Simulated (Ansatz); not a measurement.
Basis sets compared for the cluster MgAg₆⁺. The state is a doublet with charge 1. Geometry PBE-D4/def2-SVP. Ansatz on 4 threads of Arm Neoverse V1 on a shared host; times are rough, and most runs start from earlier orbitals.

| atom | x (Å) | y (Å) | z (Å) |
| --- | --- | --- | --- |
| Mg1 | -4.179 | 1.100 | -0.489 |
| Ag2 | 1.161 | -2.637 | 0.933 |
| Ag3 | 2.777 | -0.453 | 0.300 |
| Ag4 | 0.232 | -0.022 | 1.409 |
| Ag5 | 0.282 | -0.930 | -1.094 |
| Ag6 | -1.504 | 1.176 | -0.505 |
| Ag7 | 1.230 | 1.766 | -0.554 |

In the def2 sets Ag takes a core potential; there is no spin–orbit coupling. No other spin state of charge 1 was run. Another isomer (doublet) lies 0.96 eV lower at PBE0-D4/def2-TZVP; other spin states weren't run for this one.

```
           level  functions  energy (Eh)  HOMO (eV)  LUMO (eV)  wall time
 PBE-D4/def2-SVP        204   -1081.6650      -7.74      -7.43       14 s
PBE0-D4/def2-SVP        204   -1081.5605      -8.12      -6.63       23 s
```

(1) Estimate the rows for PBE-D4/def2-TZVP (with forces), PBE0-D4/def2-TZVP.

## Answers

(1) 
```tsv
level	functions	energy (Eh)	HOMO (eV)	LUMO (eV)	wall time
PBE-D4/def2-TZVP (with forces)	272	-1081.9692	-7.76	-7.44	17 s
PBE0-D4/def2-TZVP	272	-1081.8547	-8.13	-6.63	29 s
```
